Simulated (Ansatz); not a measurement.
# Worked example: GeH3Br + BBr2Cl → GeH3Cl + BBr3

Gas-phase species: GeH3Br `[GeH3][Br]`, singlet; BBr2Cl (dibromo(chloro)borane) `ClB(Br)Br`, singlet; GeH3Cl `[Cl][GeH3]`, singlet; BBr3 (boron tribromide) `BrB(Br)Br`, singlet. The partners trade Br for Cl: Ge–Br and B–Cl bonds give way to Ge–Cl and B–Br.

Shapes, held fixed at every level: PBE0-D4/def2-TZVP. Programs: Ansatz 0.2.0. The zero-point and thermal change to 298 K, harmonic and unscaled (PBE0-D4/def2-TZVP), is -0.2 kJ/mol.

At CCSD(T)/def2-TZVPP; 1 Eh = 2625.50 kJ/mol:

| species | energy (Eh) |
| --- | --- |
| GeH3Br | -4650.143558 |
| BBr2Cl | -5630.038653 |
| GeH3Cl | -2537.162724 |
| BBr3 | -7743.012921 |

Question: Work out ΔH(298 K) of the reaction at this level.

Answer: 
1. Products less reactants: (-2537.162724) + (-7743.012921) − [(-4650.143558) + (-5630.038653)] = 0.006566 Eh = +17.2 kJ/mol.
2. With the thermal change: +17.2 + (-0.2) = +17.0 kJ/mol.

Other levels give +19.1 (PBE-D4/def2-TZVPP) to +25.5 kJ/mol (CCSD(T)/def2-SVP). No measured value is set beside it here. Relativity is left out for Br, Ge. Outer-core shells of Br, Ge are correlated, in sets that cover them unevenly.
